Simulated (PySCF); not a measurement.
Sodium Bromide, BrNa, SMILES [Na][Br], point group C∞v.

Force field and properties: B3LYP/pcSseg-2 (PySCF, grid level 2). Vibrational terms come from second-order perturbation theory with semi-diagonal cubic constants, by steps of ±0.6 along the normal coordinates of each isotopologue. The parent has the commonest isotopes.

Equilibrium geometry (Å):

```tsv
atom	x	y	z
Na1	1.2652	-0.0117	-0.0112
Br2	-1.2541	0.0168	-0.0454
```

Species: parent. Output of the displacement run:

```
mode    cm-1    km/mol   phi_rrr   E(+)/cm-1  E(-)/cm-1
  1    294.59    35.29      96.9      56.64      49.53
```

For the shielding of Na1 (σe = 567.88 ppm):

| mode | ω (cm⁻¹) | Σr φrrs (cm⁻¹) | ∂σ/∂q | ∂²σ/∂q² |
| --- | --- | --- | --- | --- |
| 1 | 295 | 97 | -7.341 | -1.088 |

Question: Work out the zero-point average of this shielding.

Answer: With ⟨qs⟩ = −Σr φrrs/(4ωs) and ⟨qs²⟩ = 1/2: the mean displacements are -0.082. The anharmonic term Σ (∂σ/∂q)⟨q⟩ is 0.60 ppm, the harmonic term ¼ Σ ∂²σ/∂q² is -0.27 ppm, so ⟨σ⟩ = 568.22 ppm.

Spin–orbit effects of the heavy atoms on shieldings are missing.
